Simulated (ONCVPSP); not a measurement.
## An all-electron radial function and its pseudo partner (Fe)

Columns: radius, all-electron u(r) and pseudo u(r) of the 3p shell (level -73.37 eV) of iron in the configuration [Ne] 3s2 3p6 3d6 4s0.5; LDA (Perdew-Wang 92), scalar-relativistic, ONCV scheme, ONCVPSP 4.0.1.

| r (bohr) | all-electron | pseudo |
| --- | --- | --- |
| 0.065 | -0.3620 | 0.0277 |
| 0.130 | -0.6047 | 0.1072 |
| 0.195 | -0.5061 | 0.2297 |
| 0.260 | -0.2074 | 0.3819 |
| 0.325 | 0.1514 | 0.5481 |
| 0.390 | 0.4855 | 0.7123 |
| 0.455 | 0.7561 | 0.8604 |
| 0.520 | 0.9522 | 0.9817 |
| 0.585 | 1.0773 | 1.0695 |
| 0.650 | 1.1427 | 1.1218 |
| 0.715 | 1.1611 | 1.1401 |
| 0.780 | 1.1444 | 1.1286 |
| 0.845 | 1.1032 | 1.0933 |
| 0.910 | 1.0457 | 1.0403 |
| 0.975 | 0.9783 | 0.9758 |
| 1.040 | 0.9059 | 0.9050 |
| 1.105 | 0.8321 | 0.8317 |
| 1.170 | 0.7591 | 0.7590 |
| 1.235 | 0.6887 | 0.6886 |
| 1.300 | 0.6220 | 0.6219 |
| 1.365 | 0.5596 | 0.5595 |
| 1.430 | 0.5017 | 0.5017 |
| 1.495 | 0.4486 | 0.4485 |
| 1.560 | 0.4001 | 0.4000 |
| 1.625 | 0.3561 | 0.3560 |
| 1.690 | 0.3162 | 0.3162 |

(1) How many radial nodes do the two functions have?

(2) At about which radius was the pseudo-wave matched?

(3) Is the pseudo-wave norm-conserving?

Results:

(1) The all-electron 3p function has n − l − 1 = 1; the pseudo-wave has 0, since the states of the same l below it are removed with the core.

(2) 1.25 bohr. The columns agree to 0.0005 from 1.10 bohr on; several derivatives are matched, so the curves merge somewhat inside the radius.

(3) Yes: the ONCV scheme keeps the norm inside the radius equal to the all-electron one, which fixes the energy derivative of the logarithmic derivative at the level.
